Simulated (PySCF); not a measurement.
## Telling isomers of C4H12Si3 apart by NMR

- structure optimised with GFN2-xTB
- shielding tensors at PBE0/pcSseg-1 (GIAO)
- run in PySCF 2.14.0 with density-fitted response routines
- one computed conformer, no solvent model, non-relativistic Hamiltonian, averaged over atoms made equivalent by symmetry, fast rotation or ring inversion

Chemical shifts δ = σref − σ; 1H (σref 31.72), 13C (σref 186.93) vs TMS, all at this level. Where no couplings were computed, multiplicities follow the n + 1 count of equivalent neighbours, and m marks all less simple cases (inequivalent or close neighbours, rings, F or P nearby). Shifts are as computed. Against solution values, carbons near 30 ppm lie about +3 ppm off and those near 130 ppm about +5 ppm. Of 1211 compounds with measured shifts, 218 miss one by over three times the rms of a fit or turn the order of signals round; such compounds aren't used in these exercises.

(1) Tabulate the signals of `C[C@H]([SiH3])[SiH2]C#C[SiH3]`, `[SiH3]C([SiH3])([SiH3])C1=CC1`, `CC#C[SiH2][Si@@H](C)[SiH3]` and their relative energies.

(2) What is the quickest way to tell C[C@H]([SiH3])[SiH2]C#C[SiH3] from [SiH3]C([SiH3])([SiH3])C1=CC1?

(3) What is the quickest way to tell [SiH3]C([SiH3])([SiH3])C1=CC1 from CC#C[SiH2][Si@@H](C)[SiH3]?

(4) What is the quickest way to tell C[C@H]([SiH3])[SiH2]C#C[SiH3] from CC#C[SiH2][Si@@H](C)[SiH3]?

## Answers

(1) 
| SMILES | carbon types | δC | δH | E rel. (kcal/mol) |
| --- | --- | --- | --- | --- |
| C[C@H]([SiH3])[SiH2]C#C[SiH3] | 2×C 1×CH 1×CH3 | 119.0, 114.6, 14.3, 1.9 | 4.52 (m, 1H), 4.28 (m, 1H), 4.24 (s, 3H), 4.02 (d, 3H), 1.27 (d, 3H), 0.51 (m, 1H) | 7.4 |
| [SiH3]C([SiH3])([SiH3])C1=CC1 | 2×C 1×CH 1×CH2 | 128.0, 102.6, 8.1, -1.7 | 6.49 (t, 1H), 4.11 (s, 9H), 1.09 (m, 2H) | 36.1 |
| CC#C[SiH2][Si@@H](C)[SiH3] | 2×C 2×CH3 | 116.3, 78.7, 6.3, -8.2 | 4.45 (m, 1H), 4.36 (m, 1H), 3.94 (m, 1H), 3.50 (d, 3H), 2.09 (s, 3H), 0.35 (d, 3H) | 0.0 |

Energies are electronic energies at PBE0/pcSseg-1 on these geometries, without zero-point or thermal terms, each for the one conformer computed, which needn't be the lowest.

(2) Both give the same number of carbon signals, but DEPT or the intensities differ. The first has a methyl carbon (CH3) at 14.3 ppm, the second an alkene CH at 102.6 ppm. Their most deshielded carbons lie at 119.0 and 128.0 ppm. In the proton spectra the most deshielded non-exchanging signals are 4.52 (m, 1H) and 6.49 (t, 1H).

(3) Both give the same number of carbon signals, but DEPT or the intensities differ. The first has an alkene CH at 102.6 ppm, the second a propargylic methyl carbon (CH3) at 6.3 ppm. Their most deshielded carbons lie at 128.0 and 116.3 ppm. In the proton spectra the most deshielded non-exchanging signals are 6.49 (t, 1H) and 4.45 (m, 1H).

(4) Both give the same number of carbon signals, but DEPT or the intensities differ. The first has an sp3 CH bonded to 2 Si at 1.9 ppm, the second an alkyne carbon (C) at 78.7 ppm. Their most deshielded carbons lie at 119.0 and 116.3 ppm.
